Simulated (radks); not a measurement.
The titanium ion Ti+, configuration [Ar] 3d2 4s1 (the NIST ground configuration). Method: scalar-relativistic Kohn-Sham, PBE, spin-unpolarised, spherical densities, point nucleus; computed with a radial shooting solver on a logarithmic mesh with Libxc functionals.

Normalised radial functions P(r) = r R(r), r in bohr:

| r | 2p |
|---|---|
| 0.008708 | 0.0239 |
| 0.01299 | 0.0501 |
| 0.01938 | 0.1030 |
| 0.02914 | 0.2081 |
| 0.04348 | 0.3955 |
| 0.06486 | 0.7015 |
| 0.09676 | 1.1269 |
| 0.1444 | 1.5730 |
| 0.2153 | 1.8026 |
| 0.3213 | 1.5674 |
| 0.4831 | 0.9142 |
| 0.7207 | 0.3145 |
| 1.075 | 0.0510 |
| 1.604 | 0.0028 |
| 2.393 | 0.0000 |
| 3.57 | 0.0000 |
| 5.325 | 0.0000 |
| 8.008 | 0.0000 |

2p: eigenvalue -451.51 eV, 0 radial nodes, <r> = 0.290 bohr, 90 % of the charge inside 0.477 bohr.
